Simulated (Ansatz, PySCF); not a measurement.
Bond stretch in H4OSi, SMILES O[SiH3]. The O2–H6 bond (O2 also carries Si; H6 carries nothing else) is varied alone, starting from the PBE0/def2-TZVP optimised geometry.

Levels of theory: RKS-PBE = restricted PBE/cc-pVDZ (Ansatz, a quantum-chemistry and plane-wave program); UKS-PBE = unrestricted PBE/cc-pVDZ in Ansatz; UKS-wB97X-V = unrestricted wB97X-V/cc-pVDZ in PySCF; UCCSD(T) = PySCF 2.14.0 with CCSD(T) on UHF/cc-pVDZ, 6 core orbitals frozen.

Energies relative to the lowest point of each curve near equilibrium, in eV; the last columns give the difference from UCCSD(T):

| R / Å | RKS-PBE | UKS-PBE | UKS-wB97X-V | UCCSD(T) | RKS-PBE − UCCSD(T) | UKS-PBE − UCCSD(T) | UKS-wB97X-V − UCCSD(T) |
|---|---|---|---|---|---|---|---|
| 0.77 | 1.690 | 1.690 | 1.618 | 1.631 | 0.059 | 0.059 | -0.013 |
| 0.81 | 0.976 | 0.976 | 0.915 | 0.923 | 0.053 | 0.053 | -0.007 |
| 0.86 | 0.410 | 0.410 | 0.366 | 0.369 | 0.040 | 0.040 | -0.003 |
| 0.91 | 0.111 | 0.111 | 0.087 | 0.088 | 0.023 | 0.023 | -0.001 |
| 0.92 | 0.076 | 0.076 | 0.056 | 0.057 | 0.019 | 0.019 | -0.001 |
| 0.96 | 0.003 | 0.003 | 0.000 | 0.000 | 0.003 | 0.003 | 0.000 |
| 0.98 | 0.000 | 0.000 | 0.007 | 0.006 | -0.006 | -0.006 | 0.000 |
| 1.01 | 0.030 | 0.030 | 0.051 | 0.051 | -0.020 | -0.020 | 0.001 |
| 1.06 | 0.153 | 0.153 | 0.200 | 0.198 | -0.045 | -0.045 | 0.002 |
| 1.11 | 0.342 | 0.342 | 0.416 | 0.412 | -0.071 | -0.071 | 0.004 |
| 1.19 | 0.729 | 0.729 | 0.851 | 0.840 | -0.111 | -0.111 | 0.012 |
| 1.30 | 1.342 | 1.342 | 1.538 | 1.502 | -0.160 | -0.160 | 0.037 |
| 1.42 | 2.028 | 2.028 | 2.314 | 2.233 | -0.205 | -0.205 | 0.081 |
| 1.60 | 2.977 | 2.977 | 3.414 | 3.223 | -0.247 | -0.247 | 0.191 |
| 1.73 | 3.569 | 3.569 | 4.084 | 3.803 | -0.234 | -0.234 | 0.281 |
| 1.92 | 4.289 | 4.206 | 4.643 | 4.456 | -0.167 | -0.250 | 0.187 |
| 2.13 | 4.905 | 4.581 | 4.932 | 4.857 | 0.048 | -0.276 | 0.075 |
| 2.33 | 5.350 | 4.773 | 5.058 | 5.000 | 0.349 | -0.227 | 0.058 |
| 2.61 | 5.797 | 4.915 | 5.133 | 5.060 | 0.737 | -0.145 | 0.073 |
| 2.85 | 6.064 | 4.977 | 5.160 | 5.076 | 0.987 | -0.099 | 0.083 |
| 3.34 | 6.396 | 5.032 | 5.181 | 5.088 | 1.308 | -0.056 | 0.093 |

RKS-PBE is furthest from UCCSD(T) at 3.34 (1.308 eV, above); its mean absolute difference over the points is 0.233 eV.

UKS-PBE is furthest from UCCSD(T) at 2.13 (-0.276 eV, below); its mean absolute difference over the points is 0.112 eV.

UKS-wB97X-V is furthest from UCCSD(T) at 1.73 (0.281 eV, above); its mean absolute difference over the points is 0.057 eV.

The restricted form behind RKS-PBE keeps the bonding electrons paired and can't separate into open-shell fragments. The unrestricted determinant behind UKS-PBE is spin-contaminated at 1.92 to 3.34 Å (<S²> up to 1.0, against 0.00 for a pure singlet). The unrestricted determinant behind UKS-wB97X-V is spin-contaminated at 1.73 to 3.34 Å (<S²> up to 1.0, against 0.00 for a pure singlet). The unrestricted determinant behind UCCSD(T) is spin-contaminated at 1.42 to 3.34 Å (<S²> up to 1.0, against 0.00 for a pure singlet).
